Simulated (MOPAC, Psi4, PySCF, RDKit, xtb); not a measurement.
Two geometries of CH7ClSi2, SMILES [SiH2]([SiH2]C)Cl, relaxed at B3LYP-D3(BJ)/def2-SVP with one dihedral held; other torsions can differ between them too.

Structure A

```
11

C     -1.7116    -0.3230     0.0313
Si    -0.2203     0.8250     0.1636
Si     1.7268    -0.4021    -0.3342
Cl     1.1585    -1.9041    -1.6880
H     -1.6764    -1.1015     0.8094
H     -2.6540     0.2359     0.1408
H     -1.7073    -0.8235    -0.9490
H     -0.0921     1.4163     1.5306
H     -0.3310     1.9470    -0.8172
H      2.2978    -1.0793     0.8657
H      2.8014     0.4121    -0.9694
```

Structure B

```
11

C      1.7022    -0.2745     0.0134
Si     0.2252     0.8885     0.1722
Si    -1.7532    -0.3262    -0.2664
Cl    -1.1900    -2.3040    -0.6875
H      1.6076    -1.1103     0.7233
H      2.6472     0.2543     0.2136
H      1.7441    -0.7011    -1.0005
H      0.1416     1.4709     1.5462
H      0.3227     2.0202    -0.7992
H     -2.6841    -0.3622     0.8976
H     -2.5027     0.1887    -1.4477
```

Question: Which is lower in energy at the level DF-MP2 (frozen core)/cc-pVTZ // B3LYP-D3(BJ)/def2-SVP in Psi4 1.11, and by how much?

Answer: A is lower, by 0.43 kcal/mol (dihedral C1–Si2–Si3–Cl4: 30° in A, 0° in B).

E(B) − E(A) in kcal/mol at the other levels, on the same two geometries: MMFF94 // B3LYP-D3(BJ)/def2-SVP (RDKit) 0.55; PBE0/def2-TZVP // B3LYP-D3(BJ)/def2-SVP (Psi4) 0.45; PBE0-D3(BJ)/def2-TZVP // B3LYP-D3(BJ)/def2-SVP (Psi4) 0.44; PBE/def2-TZVP // B3LYP-D3(BJ)/def2-SVP (Psi4) 0.46; PBE-D3(BJ)/def2-TZVP // B3LYP-D3(BJ)/def2-SVP (Psi4) 0.45; M06-2X/def2-TZVP // B3LYP-D3(BJ)/def2-SVP (Psi4) 0.36; HF/cc-pVTZ // B3LYP-D3(BJ)/def2-SVP (Psi4) 0.41; UFF // B3LYP-D3(BJ)/def2-SVP (RDKit) 0.83; AM1, restricted, heats of formation // B3LYP-D3(BJ)/def2-SVP (MOPAC) -0.15; PM3, restricted, heats of formation // B3LYP-D3(BJ)/def2-SVP (MOPAC) 0.12; GFN1-xTB // B3LYP-D3(BJ)/def2-SVP (xtb) 0.02; restricted B3LYP/6-31G*, spherical d // B3LYP-D3(BJ)/def2-SVP (PySCF) 0.47; restricted MP2 (frozen core)/3-21G // B3LYP-D3(BJ)/def2-SVP (PySCF) 0.56; restricted Hartree-Fock/3-21G // B3LYP-D3(BJ)/def2-SVP (PySCF) 0.48; restricted B3LYP/LANL2DZ, with its core potentials past Ne // B3LYP-D3(BJ)/def2-SVP (PySCF) 0.44.

MMFF94 has few fitted parameters for silicon.
